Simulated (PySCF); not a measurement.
# 29Si chemical shifts

Computational details: PBE0/pcSseg-1 with gauge-including orbitals, geometry from GFN2-xTB, in PySCF (a single conformation, relativity neglected, equivalent nuclei averaged, in vacuum).

Shieldings were converted by a linear fit to measured shifts: 29Si (scatter 8.9 ppm rms, 25.8 ppm with the 6 outliers that the fit left out vs TMS, solution or neat liquid). A few per cent of atoms miss by over 2 rms, more outside the fitted compound classes.

Question: Give the 29Si shifts of `C=C[C@@H](CC)[SiH2]S[SiH3]`, `C#C[Si@@H](C)[Si@@H](C#C)O[SiH3]`, `NCC(CN)N[SiH2]P`, `O=CC([SiH3])([SiH3])[SiH2]C(F)(F)F`, `C#C[Si@@H]1C=C[Si@@H](O[SiH3])C1`, `CC[C@@H]1O[SiH2]OC1=O`.

Answer: 
```
                                                              compound                                             environment  δ (ppm)
           [CH2:1]=[CH:2][C@@H:3]([CH2:4][CH3:5])[SiH2:6][S:7][SiH3:8]                        Si6: silicon bonded to C, S, 2 H    -19.1
           [CH2:1]=[CH:2][C@@H:3]([CH2:4][CH3:5])[SiH2:6][S:7][SiH3:8]                           Si8: silicon bonded to S, 3 H    -54.7
    [CH:1]#[C:2][Si@@H:3]([CH3:4])[Si@@H:5]([C:6]#[CH:7])[O:8][SiH3:9]                      Si5: silicon bonded to C, O, Si, H    -38.5
    [CH:1]#[C:2][Si@@H:3]([CH3:4])[Si@@H:5]([C:6]#[CH:7])[O:8][SiH3:9]                           Si9: silicon bonded to O, 3 H    -44.1
    [CH:1]#[C:2][Si@@H:3]([CH3:4])[Si@@H:5]([C:6]#[CH:7])[O:8][SiH3:9]                       Si3: silicon bonded to 2 C, Si, H    -64.1
                                                       NCC(CN)N[SiH2]P                             silicon bonded to N, P, 2 H    -35.1
[O:1]=[CH:2][C:3]([SiH3:4])([SiH3:5])[SiH2:6][C:7]([F:8])([F:9])[F:10]                         Si6: silicon bonded to 2 C, 2 H    -46.9
[O:1]=[CH:2][C:3]([SiH3:4])([SiH3:5])[SiH2:6][C:7]([F:8])([F:9])[F:10]                    Si4/5: silicon bonded to C, 3 H (×2)    -65.8
   [CH:1]#[C:2][Si@@H:3]1[CH:4]=[CH:5][Si@@H:6]([O:7][SiH3:8])[CH2:9]1  Si6: silicon bonded to 2 C, O, H, in a 5-membered ring     -5.1
   [CH:1]#[C:2][Si@@H:3]1[CH:4]=[CH:5][Si@@H:6]([O:7][SiH3:8])[CH2:9]1     Si3: silicon bonded to 3 C, H, in a 5-membered ring    -35.0
   [CH:1]#[C:2][Si@@H:3]1[CH:4]=[CH:5][Si@@H:6]([O:7][SiH3:8])[CH2:9]1                           Si8: silicon bonded to O, 3 H    -44.5
                                                 CC[C@@H]1O[SiH2]OC1=O        silicon bonded to 2 O, 2 H, in a 5-membered ring    -11.6
```

Question: Order these by 29Si shift, lowest first.
A. N#Cc1cccn1[SiH3]
B. C=CO[SiH2]CC(=O)O
C. CCCN(NC)[SiH](C)C

Answer: A (-46.4 ppm, silicon bonded to N, 3 H), B (-33.1 ppm, silicon bonded to C, O, 2 H), C (-16.0 ppm, silicon bonded to 2 C, N, H).
